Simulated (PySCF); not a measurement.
Species: C8H11 (charge +1).
Bonds: C1–C2 (double), C2–C3, C3–C4, C4–C5, C5–C6, C6–C7, C7–C8, C1–C3, C5–C8. Hydrogens: H9 on C1; H10 on C2; H11, H12 on C4; H13 on C5; H14, H15 on C6; H16, H17 on C7; H18, H19 on C8.

NICS is the negative of the GIAO shielding at a point without a nucleus: at the ring centre (0) and 1 Å above and below it (1); zz is the component along the ring normal. Level: GIAO PBE0/pcSseg-1 (PySCF, non-relativistic, gas phase) on the GFN2-xTB geometry, one conformer.

Ring bond lengths (Å), with Mayer bond orders in brackets: C1–C2 1.359 (1.31), C2–C3 1.400 (1.14), C3–C1 1.401 (1.13); C5–C6 1.530 (0.98), C6–C7 1.540 (1.04), C7–C8 1.537 (1.04), C8–C5 1.538 (0.99).

Q: What do the NICS probes read (ppm)?

A: 
```csv
ring,type,NICS(0),"NICS(1), two faces","NICS(1)zz, two faces",rms pucker (Å),"centre to ring atoms, mean (Å)"
C1–C2–C3,3-membered carbocycle; bonds drawn aromatic by RDKit's count,-23.4,-14.4 / -14.1,-25.4 / -26.0,0.00,0.80
C5–C6–C7–C8,4-membered carbocycle; formal bonds all single,-0.1,0.2 / -0.7,5.9 / 2.9,0.09,1.08
```

Q: What can be read from them?

A: 
- C1–C2–C3: mean NICS(1)zz -25.7 ppm, shielded. NICS(0) lies 9 ppm below the mean NICS(1).
- C5–C6–C7–C8: mean NICS(1)zz 4.4 ppm, deshielded. C5, C6, C7, C8 have four or more neighbours, and the NICS criterion for π rings isn't applied.

Q: And the bond-length index? HOMA = 1 − mean of α(R − Ropt)² over the ring bonds, with Krygowski's 1993 parameters (CC: Ropt 1.388 Å, α 257.7 Å⁻²).

A: 
- C1–C2–C3: HOMA 0.90 = 1 − EN − GEO, with mean bond length 1.387 Å, EN = α(Ropt − mean)² = 0.000 and GEO = α × variance = 0.096.

Q: At the second NICS(1) probe listed for ring C5–C6–C7–C8, 1 Å off the ring, how large is the induced field along the normal in 11.7 T applied along it?

A: NICSzz × B0 = 2.9 ppm × 11.7 T = 34 μT, along the applied field.

Q: List the ring angles and the Hirshfeld charges of the ring atoms.

A: 
- C1–C2–C3: C1 60.9° (+0.119 e), C2 61.0° (+0.119 e), C3 58.1° (+0.155 e); sum 180.0° against 180° for a flat convex ring.
- C5–C6–C7–C8: C5 90.1° (0.000 e), C6 88.7° (-0.071 e), C7 89.8° (-0.053 e), C8 88.5° (-0.053 e); sum 357.2° against 360° for a flat convex ring.

Q: How shielded are the nuclei of the rings and their hydrogens (means over atoms taken as equivalent)?

A: 
```json
{"atoms": "C1 (×2)", "environment": "unsaturated ring CH carbon", "σ isotropic (ppm)": "9.6"}
{"atoms": "C3", "environment": "unsaturated ring carbon", "σ isotropic (ppm)": "-8.1"}
{"atoms": "C5", "environment": "four-membered-ring carbon", "σ isotropic (ppm)": "142.4"}
{"atoms": "C6 (×2)", "environment": "four-membered-ring carbon", "σ isotropic (ppm)": "155.3"}
{"atoms": "C7", "environment": "four-membered-ring carbon", "σ isotropic (ppm)": "168.5"}
{"atoms": "H9 (×2)", "environment": "hydrogen on carbon", "σ isotropic (ppm)": "21.49"}
{"atoms": "H13", "environment": "methine hydrogen", "σ isotropic (ppm)": "29.06"}
{"atoms": "H14 (×2)", "environment": "methylene hydrogen", "σ isotropic (ppm)": "29.14"}
{"atoms": "H15 (×2)", "environment": "methylene hydrogen", "σ isotropic (ppm)": "29.40"}
{"atoms": "H16", "environment": "methylene hydrogen", "σ isotropic (ppm)": "29.17"}
{"atoms": "H17", "environment": "methylene hydrogen", "σ isotropic (ppm)": "29.23"}
```

Shape of the structure used: `[cH:1]1[cH:2][c+:3]1[CH2:4][CH:5]1[CH2:6][CH2:7][CH2:8]1`: C2–C3–C4–C5 -77°, C3–C4–C5–C6 -76°.
